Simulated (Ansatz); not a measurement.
Relaxation of a periodic cell of 16 atoms, H₁₀CO₅ (contents 4 H2O + 1 H2CO, density as packed 1.17 g/cm³ with natural masses), to a largest force component of 0.3 eV/Å in at most 15 steps.

Theory: DFT PBE, scalar-relativistic, plane waves, PAW in Ansatz. Settings: cutoff 420 eV, k mesh 1x1x1, fermi-dirac smearing 0.02 eV, no spin polarisation.

```xyz
16
Lattice="5.2512 0.0000 0.0000 0.0000 5.2512 0.0000 0.0000 0.0000 5.2512" Properties=species:S:1:pos:R:3
O 2.706 1.602 5.060
H 1.936 1.018 5.112
H 2.378 2.453 5.384
O 0.288 2.551 2.941
H 0.282 3.492 2.709
H 0.074 2.104 2.109
O 2.899 3.775 2.609
H 2.827 4.740 2.627
H 2.852 3.553 1.667
O 5.087 5.166 5.236
H 4.291 5.624 4.931
H 5.091 4.340 4.729
O 3.366 1.137 2.615
C 3.994 0.540 1.757
H 4.944 0.927 1.348
H 3.650 -0.421 1.338
```

Q: Where does it end, and by what steps?

A: The forces met the threshold. The threshold is loose, so the end isn't yet a minimum. The force dipped under the threshold on the way, but the program's further checks kept it going. Limits of this set-up: coarse k mesh. After 14 steps the energy has fallen by 4.481 eV; H6 moved furthest, 1.57 Å.

| step | energy less start (eV) | largest force component (eV/Å) | accepted |
| --- | --- | --- | --- |
| 0 | 0.0000 | 2.454 | yes |
| 1 | -1.1397 | 1.271 | yes |
| 2 | -1.8257 | 1.516 | yes |
| 3 | -2.2374 | 2.436 | yes |
| 4 | -2.7016 | 2.363 | yes |
| 5 | -3.1032 | 2.065 | yes |
| 6 | -3.4172 | 1.650 | yes |
| 7 | -3.7063 | 0.686 | yes |
| 8 | -3.8915 | 0.552 | yes |
| 9 | -4.0416 | 0.743 | yes |
| 10 | -4.1968 | 0.669 | yes |
| 11 | -4.3381 | 0.448 | yes |
| 12 | -4.4465 | 0.631 | yes |
| 13 | -4.4813 | 0.294 | yes |
| 14 | -4.4813 | 0.294 | yes |

```xyz
16
Lattice="5.2512 0.0000 0.0000 0.0000 5.2512 0.0000 0.0000 0.0000 5.2512" Properties=species:S:1:pos:R:3
O 2.683 2.047 5.533
H 2.065 1.315 5.273
H 2.864 2.486 4.679
O -0.233 2.674 3.803
H 0.532 2.902 3.203
H -0.983 2.473 3.204
O 1.971 3.312 2.518
H 2.272 4.245 2.571
H 2.189 2.956 1.619
O 6.127 5.483 4.748
H 5.590 6.173 4.285
H 5.742 4.615 4.515
O 3.373 0.411 2.613
C 3.950 0.507 1.535
H 4.895 1.082 1.435
H 3.628 -0.081 0.637
```

Whether the end is a true minimum wasn't checked by a vibrational analysis.

Run time: 11 s on 1 thread of Intel(R) Xeon(R) Platinum 8488C (Sapphire Rapids) (shared host), peak memory 0.37 GiB.
